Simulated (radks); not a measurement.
The numbers below are computed, except where a source is named.
How relativity changes the ionisation of the lutetium ion Lu+ ([Xe] 4f14 6s2) to Lu2+ ([Xe] 4f14 6s1). Spin-unpolarised spherical Kohn-Sham, PBE, point nucleus unless stated (finite: rms radius 5.37 fm), a radial shooting solver on a logarithmic mesh with Libxc functionals. A level marked "c x" has the speed of light scaled by that factor.

[
 {"level": "non-rel.", "E(Lu+) (hartree)": "-13855.3554", "E(Lu2+) (hartree)": "-13854.8655", "IE (eV)": "13.330", "HOMO": "6s", "<r> HOMO (bohr)": "3.495"},
 {"level": "scalar-rel.", "E(Lu+) (hartree)": "-14563.1513", "E(Lu2+) (hartree)": "-14562.6269", "IE (eV)": "14.271", "HOMO": "6s", "<r> HOMO (bohr)": "3.265"},
 {"level": "scalar-rel., finite nucleus", "E(Lu+) (hartree)": "-14561.2775", "E(Lu2+) (hartree)": "-14560.7531", "IE (eV)": "14.269", "HOMO": "6s", "<r> HOMO (bohr)": "3.265"},
 {"level": "Dirac", "E(Lu+) (hartree)": "-14580.8950", "E(Lu2+) (hartree)": "-14580.3706", "IE (eV)": "14.269", "HOMO": "6s1/2", "<r> HOMO (bohr)": "3.267"},
 {"level": "Dirac, finite nucleus", "E(Lu+) (hartree)": "-14579.0058", "E(Lu2+) (hartree)": "-14578.4815", "IE (eV)": "14.267", "HOMO": "6s1/2", "<r> HOMO (bohr)": "3.267"},
 {"level": "Dirac, c x 0.75", "E(Lu+) (hartree)": "-15336.8301", "E(Lu2+) (hartree)": "-15336.2636", "IE (eV)": "15.415", "HOMO": "6s1/2", "<r> HOMO (bohr)": "3.037"},
 {"level": "Dirac, c x 0.85", "E(Lu+) (hartree)": "-14926.0759", "E(Lu2+) (hartree)": "-14925.5332", "IE (eV)": "14.768", "HOMO": "6s1/2", "<r> HOMO (bohr)": "3.161"},
 {"level": "Dirac, c x 1.25", "E(Lu+) (hartree)": "-14295.1878", "E(Lu2+) (hartree)": "-14294.6776", "IE (eV)": "13.883", "HOMO": "6s1/2", "<r> HOMO (bohr)": "3.356"}
]

NIST Atomic Spectra Database: 14.13 eV (semi-empirical). The relativistic part of the total energy of Lu+ is -723.7 hartree (Dirac, finite nucleus), 5.2 % of the non-relativistic value. Spin polarisation and multiplet splitting of open shells are left out at every level.

Beside tabulated values, note that relativity, absent from the non-relativistic runs, is large for the heavy elements, and spin-unpolarised runs miss the spin-polarisation part of the exchange energy of open shells.
